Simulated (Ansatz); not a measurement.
Ansatz (an electronic-structure program) input (B3LYP/6-31G*):

Ansatz 0.2 input:
```yaml
crystal:
  periodic: [false, false, false]
  atoms:
    - {symbol: C, position_ang: [0.43406587, 1.10149926, -0.08093705]}
    - {symbol: C, position_ang: [-0.90714141, 0.83629352, 0.07955687]}
    - {symbol: C, position_ang: [-0.92910160, -0.57984421, 0.12248835]}
    - {symbol: N, position_ang: [0.28374388, -1.12565183, -0.00021727]}
    - {symbol: N, position_ang: [1.11869393, -0.05277835, -0.12604546]}
    - {symbol: H, position_ang: [-1.72611162, 1.53428775, 0.15300869]}
    - {symbol: H, position_ang: [-1.78727505, -1.22980073, 0.23889110]}
    - {symbol: H, position_ang: [2.10938487, -0.20316711, -0.23470961]}
basis:
  gaussian:
    orbitals: 6-31G*
hamiltonian:
  xc: {name: B3LYP}
magnetization: {spin_polarized: true, initial_magnetization: 1}
phonons: {temperatures: {t_min: 298.15, t_max: 298.15, t_step: 100}}
```

Output:

```
Functional definition: B3LYP
integrals: 0.03 GiB planned
919 factors; integrals over basis functions are off by at most 3.5e-4 eV
mean field: 0.40 GiB planned
mean field evaluation 1: about -6131.6662 eV, gradient 3.1e1 eV
mean field evaluation 2: about -6127.8408 eV, gradient 4.2e1 eV
mean field evaluation 4: about -6136.1081 eV, gradient 2.8e0 eV
mean field evaluation 8: about -6136.1696 eV, gradient 3.0e-1 eV
mean field evaluation 16: about -6136.1704 eV, gradient 7.4e-4 eV
mean field -6136.17038262 eV, -225.5001023157 hartree, gradient 4.3e-5 eV, S^2 0.757276; 1 other end points of the search recorded, 0 dependent functions left out
the calculation of the forces begins
reference -6136.17056734 eV, -225.5001091038 hartree; 18, 17 occupied and 63, 64 virtual orbitals, 919 factors
these checks for a lower state are left out or cut short: stability, starts, cluster_reference, orbital_swaps, neighbouring_geometries, increment
integrals: 0.03 GiB planned
919 factors; integrals over basis functions are off by at most 3.5e-4 eV
mean field: 0.40 GiB planned
mean field evaluation 32: about -6136.1702 eV, gradient 2.6e-6 eV
mean field -6136.17020976 eV, -225.5000959631 hartree, gradient 2.6e-6 eV, S^2 0.757296; 0 other end points of the search recorded, 0 dependent functions left out
the calculation of the forces begins
reference -6136.17039446 eV, -225.5001027507 hartree; 18, 17 occupied and 63, 64 virtual orbitals, 919 factors
these checks for a lower state are left out or cut short: stability, starts, cluster_reference, orbital_swaps, neighbouring_geometries, increment
integrals: 0.03 GiB planned
919 factors; integrals over basis functions are off by at most 3.5e-4 eV
mean field: 0.40 GiB planned
mean field -6136.17021192 eV, -225.5000960423 hartree, gradient 2.4e-6 eV, S^2 0.757256; 0 other end points of the search recorded, 0 dependent functions left out
the calculation of the forces begins
reference -6136.17039664 eV, -225.5001028310 hartree; 18, 17 occupied and 63, 64 virtual orbitals, 919 factors
these checks for a lower state are left out or cut short: stability, starts, cluster_reference, orbital_swaps, neighbouring_geometries, increment
integrals: 0.03 GiB planned
919 factors; integrals over basis functions are off by at most 3.5e-4 eV
mean field: 0.40 GiB planned
mean field -6136.17029921 eV, -225.5000992504 hartree, gradient 1.2e-6 eV, S^2 0.757240; 0 other end points of the search recorded, 0 dependent functions left out
the calculation of the forces begins
reference -6136.17048393 eV, -225.5001060386 hartree; 18, 17 occupied and 63, 64 virtual orbitals, 919 factors
these checks for a lower state are left out or cut short: stability, starts, cluster_reference, orbital_swaps, neighbouring_geometries, increment
integrals: 0.03 GiB planned
919 factors; integrals over basis functions are off by at most 3.5e-4 eV
mean field: 0.40 GiB planned
mean field -6136.17029972 eV, -225.5000992690 hartree, gradient 1.3e-6 eV, S^2 0.757312; 0 other end points of the search recorded, 0 dependent functions left out
the calculation of the forces begins
reference -6136.17048443 eV, -225.5001060571 hartree; 18, 17 occupied and 63, 64 virtual orbitals, 919 factors
these checks for a lower state are left out or cut short: stability, starts, cluster_reference, orbital_swaps, neighbouring_geometries, increment
integrals: 0.03 GiB planned
919 factors; integrals over basis functions are off by at most 3.5e-4 eV
mean field: 0.40 GiB planned
mean field -6136.17014828 eV, -225.5000937036 hartree, gradient 1.8e-6 eV, S^2 0.757248; 0 other end points of the search recorded, 0 dependent functions left out
the calculation of the forces begins
reference -6136.17033300 eV, -225.5001004921 hartree; 18, 17 occupied and 63, 64 virtual orbitals, 919 factors
these checks for a lower state are left out or cut short: stability, starts, cluster_reference, orbital_swaps, neighbouring_geometries, increment
integrals: 0.03 GiB planned
919 factors; integrals over basis functions are off by at most 3.5e-4 eV
mean field: 0.40 GiB planned
mean field evaluation 64: about -6136.1701 eV, gradient 2.5e-6 eV
mean field -6136.17014769 eV, -225.5000936820 hartree, gradient 2.5e-6 eV, S^2 0.757304; 0 other end points of the search recorded, 0 dependent functions left out
the calculation of the forces begins
reference -6136.17033239 eV, -225.5001004698 hartree; 18, 17 occupied and 63, 64 virtual orbitals, 919 factors
these checks for a lower state are left out or cut short: stability, starts, cluster_reference, orbital_swaps, neighbouring_geometries, increment
integrals: 0.03 GiB planned
919 factors; integrals over basis functions are off by at most 3.5e-4 eV
mean field: 0.40 GiB planned
[...]
the calculation of the forces begins
reference -6136.17047375 eV, -225.5001056646 hartree; 18, 17 occupied and 63, 64 virtual orbitals, 919 factors
these checks for a lower state are left out or cut short: stability, starts, cluster_reference, orbital_swaps, neighbouring_geometries, increment
integrals: 0.03 GiB planned
919 factors; integrals over basis functions are off by at most 3.5e-4 eV
mean field: 0.40 GiB planned
mean field evaluation 160: about -6136.1703 eV, gradient 2.1e-6 eV
mean field -6136.17030916 eV, -225.5000996161 hartree, gradient 2.1e-6 eV, S^2 0.757274; 0 other end points of the search recorded, 0 dependent functions left out
the calculation of the forces begins
reference -6136.17049387 eV, -225.5001064039 hartree; 18, 17 occupied and 63, 64 virtual orbitals, 919 factors
these checks for a lower state are left out or cut short: stability, starts, cluster_reference, orbital_swaps, neighbouring_geometries, increment
integrals: 0.03 GiB planned
919 factors; integrals over basis functions are off by at most 3.5e-4 eV
mean field: 0.40 GiB planned
mean field -6136.17030847 eV, -225.5000995908 hartree, gradient 2.8e-6 eV, S^2 0.757278; 0 other end points of the search recorded, 0 dependent functions left out
the calculation of the forces begins
reference -6136.17049320 eV, -225.5001063793 hartree; 18, 17 occupied and 63, 64 virtual orbitals, 919 factors
these checks for a lower state are left out or cut short: stability, starts, cluster_reference, orbital_swaps, neighbouring_geometries, increment
integrals: 0.03 GiB planned
919 factors; integrals over basis functions are off by at most 3.5e-4 eV
mean field: 0.40 GiB planned
mean field -6136.17035101 eV, -225.5001011539 hartree, gradient 1.9e-6 eV, S^2 0.757276; 0 other end points of the search recorded, 0 dependent functions left out
the calculation of the forces begins
reference -6136.17053572 eV, -225.5001079418 hartree; 18, 17 occupied and 63, 64 virtual orbitals, 919 factors
these checks for a lower state are left out or cut short: stability, starts, cluster_reference, orbital_swaps, neighbouring_geometries, increment
integrals: 0.03 GiB planned
919 factors; integrals over basis functions are off by at most 3.5e-4 eV
mean field: 0.40 GiB planned
mean field -6136.17035156 eV, -225.5001011742 hartree, gradient 1.9e-6 eV, S^2 0.757276; 0 other end points of the search recorded, 0 dependent functions left out
the calculation of the forces begins
reference -6136.17053628 eV, -225.5001079625 hartree; 18, 17 occupied and 63, 64 virtual orbitals, 919 factors
these checks for a lower state are left out or cut short: stability, starts, cluster_reference, orbital_swaps, neighbouring_geometries, increment
integrals: 0.03 GiB planned
919 factors; integrals over basis functions are off by at most 3.5e-4 eV
mean field: 0.40 GiB planned
mean field -6136.17030328 eV, -225.5000994000 hartree, gradient 1.5e-6 eV, S^2 0.757276; 0 other end points of the search recorded, 0 dependent functions left out
the calculation of the forces begins
reference -6136.17048798 eV, -225.5001061873 hartree; 18, 17 occupied and 63, 64 virtual orbitals, 919 factors
these checks for a lower state are left out or cut short: stability, starts, cluster_reference, orbital_swaps, neighbouring_geometries, increment
integrals: 0.03 GiB planned
919 factors; integrals over basis functions are off by at most 3.5e-4 eV
mean field: 0.40 GiB planned
mean field evaluation 192: about -6136.1703 eV, gradient 2.8e-5 eV
mean field -6136.17030475 eV, -225.5000994541 hartree, gradient 1.4e-6 eV, S^2 0.757276; 0 other end points of the search recorded, 0 dependent functions left out
the calculation of the forces begins
reference -6136.17048949 eV, -225.5001062430 hartree; 18, 17 occupied and 63, 64 virtual orbitals, 919 factors
these checks for a lower state are left out or cut short: stability, starts, cluster_reference, orbital_swaps, neighbouring_geometries, increment
integrals: 0.03 GiB planned
919 factors; integrals over basis functions are off by at most 3.5e-4 eV
mean field: 0.40 GiB planned
mean field -6136.17035333 eV, -225.5001012390 hartree, gradient 2.6e-6 eV, S^2 0.757276; 0 other end points of the search recorded, 0 dependent functions left out
the calculation of the forces begins
reference -6136.17053805 eV, -225.5001080277 hartree; 18, 17 occupied and 63, 64 virtual orbitals, 919 factors
these checks for a lower state are left out or cut short: stability, starts, cluster_reference, orbital_swaps, neighbouring_geometries, increment
integrals: 0.03 GiB planned
919 factors; integrals over basis functions are off by at most 3.5e-4 eV
mean field: 0.40 GiB planned
mean field -6136.17035330 eV, -225.5001012380 hartree, gradient 2.9e-6 eV, S^2 0.757276; 0 other end points of the search recorded, 0 dependent functions left out
the calculation of the forces begins
reference -6136.17053800 eV, -225.5001080256 hartree; 18, 17 occupied and 63, 64 virtual orbitals, 919 factors
these checks for a lower state are left out or cut short: stability, starts, cluster_reference, orbital_swaps, neighbouring_geometries, increment
integrals: 0.03 GiB planned
919 factors; integrals over basis functions are off by at most 3.5e-4 eV
mean field: 0.40 GiB planned
mean field -6136.17024386 eV, -225.5000972164 hartree, gradient 2.1e-6 eV, S^2 0.757274; 0 other end points of the search recorded, 0 dependent functions left out
the calculation of the forces begins
reference -6136.17042861 eV, -225.5001040057 hartree; 18, 17 occupied and 63, 64 virtual orbitals, 919 factors
these checks for a lower state are left out or cut short: stability, starts, cluster_reference, orbital_swaps, neighbouring_geometries, increment
integrals: 0.03 GiB planned
919 factors; integrals over basis functions are off by at most 3.5e-4 eV
mean field: 0.40 GiB planned
mean field -6136.17023445 eV, -225.5000968705 hartree, gradient 2.8e-6 eV, S^2 0.757278; 0 other end points of the search recorded, 0 dependent functions left out
the calculation of the forces begins
reference -6136.17041913 eV, -225.5001036574 hartree; 18, 17 occupied and 63, 64 virtual orbitals, 919 factors
these checks for a lower state are left out or cut short: stability, starts, cluster_reference, orbital_swaps, neighbouring_geometries, increment
integrals: 0.03 GiB planned
919 factors; integrals over basis functions are off by at most 3.5e-4 eV
mean field: 0.40 GiB planned
mean field evaluation 224: about -6136.1704 eV, gradient 1.3e-5 eV
mean field -6136.17036900 eV, -225.5001018151 hartree, gradient 2.6e-6 eV, S^2 0.757277; 0 other end points of the search recorded, 0 dependent functions left out
the calculation of the forces begins
reference -6136.17055372 eV, -225.5001086035 hartree; 18, 17 occupied and 63, 64 virtual orbitals, 919 factors
these checks for a lower state are left out or cut short: stability, starts, cluster_reference, orbital_swaps, neighbouring_geometries, increment
integrals: 0.03 GiB planned
919 factors; integrals over basis functions are off by at most 3.5e-4 eV
mean field: 0.40 GiB planned
mean field -6136.17037064 eV, -225.5001018754 hartree, gradient 2.9e-6 eV, S^2 0.757275; 0 other end points of the search recorded, 0 dependent functions left out
the calculation of the forces begins
reference -6136.17055535 eV, -225.5001086633 hartree; 18, 17 occupied and 63, 64 virtual orbitals, 919 factors
Total energy: -6136.17056734 eV, -225.5001091038 hartree
Atom 0 at     0.434066     1.101499    -0.080937 Å, force    -0.000657     0.000127     0.000071 eV/Å
Atom 1 at    -0.907141     0.836294     0.079557 Å, force     0.000307    -0.000618    -0.000017 eV/Å
Atom 2 at    -0.929102    -0.579844     0.122488 Å, force    -0.001513    -0.000192     0.000178 eV/Å
Atom 3 at     0.283744    -1.125652    -0.000217 Å, force    -0.000438     0.000559     0.000034 eV/Å
Atom 4 at     1.118694    -0.052778    -0.126045 Å, force     0.000728    -0.000471    -0.000070 eV/Å
Atom 5 at    -1.726112     1.534288     0.153009 Å, force     0.000209     0.000172    -0.000029 eV/Å
Atom 6 at    -1.787275    -1.229801     0.238891 Å, force    -0.000202    -0.000025     0.000024 eV/Å
Atom 7 at     2.109385    -0.203167    -0.234710 Å, force     0.001568     0.000447    -0.000191 eV/Å
Dipole moment:     0.144690     0.231033    -0.023093 e Å
Vibrations: 407.93 572.12 674.76 771.62 880.91 885.44 914.94 1052.82 1062.19 1174.51 1274.33 1331.27 1394.86 1459.67 1547.12 3253.98 3301.54 3682.95 cm⁻¹, zero-point energy 1.589662 eV
```

The blocks after the first are displaced geometries, from whose forces the wavenumbers follow.
